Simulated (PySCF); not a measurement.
# Hartree-Fock beside MP2: AlBH4

These are calculations, not measurements. The program is PySCF 2.14.0, an open-source quantum chemistry code, run on an isolated molecule that a program drew, which may never have been made. The molecule is AlBH4 (charge 0, singlet), drawn as the SMILES string `[BH2][AlH2]`.

The geometry was optimised and harmonic frequencies were computed with HF and MP2, all in the cc-pV(D+d)Z basis, for the commonest isotopes, with a restricted reference for singlets and an unrestricted one otherwise, and a frozen core in MP2. Each result is a local minimum of its method.

Geometry at the HF minimum:
```xyz
6
AlBH4, angstrom
B     0.1652    1.6823    1.6614
Al    0.1286    2.4493   -0.3451
H    -0.7665    1.0948    2.1502
H     1.1190    1.8054    2.3875
H     0.6164    1.5641   -1.5695
H    -0.3870    3.9194   -0.6508
```

Lengths of the bonds as drawn, in Å (atoms numbered as above):
| bond | HF | MP2 |
|---|---|---|
| B1-Al2 | 2.148 | 2.139 |
| B1-H3 | 1.205 | 1.211 |
| B1-H4 | 1.205 | 1.211 |
| Al2-H5 | 1.588 | 1.586 |
| Al2-H6 | 1.588 | 1.586 |

Rotational constants, in GHz:
```
constant     HF    MP2
       A   87.1  86.86
       B  9.747  9.808
       C  9.446  9.504
```

Harmonic frequencies in cm^-1, each column in rising order, so a row needn't be the same motion in every method:
```
rank    HF   MP2
   1   223   232
   2   381   360
   3   420   399
   4   567   563
   5   695   668
   6   845     ?
   7   909   877
   8  1245  1194
   9  1956  1945
  10  1964  1948
  11  2641  2601
  12  2705  2673
```

**Estimate the missing MP2 frequency from the HF column.**

A single factor s that minimises the squared misfit of MP2 against s times HF over the other rows is sum(HF x MP2) / sum(HF^2) = 0.9854, with an rms misfit of 16 cm^-1. For rank 6 it gives 0.9854 x 845 = 833 cm^-1. The calculation gives 808 cm^-1, 25 cm^-1 below the estimate. The drawn bonds are on average 0.1 % longer in MP2 than in HF.
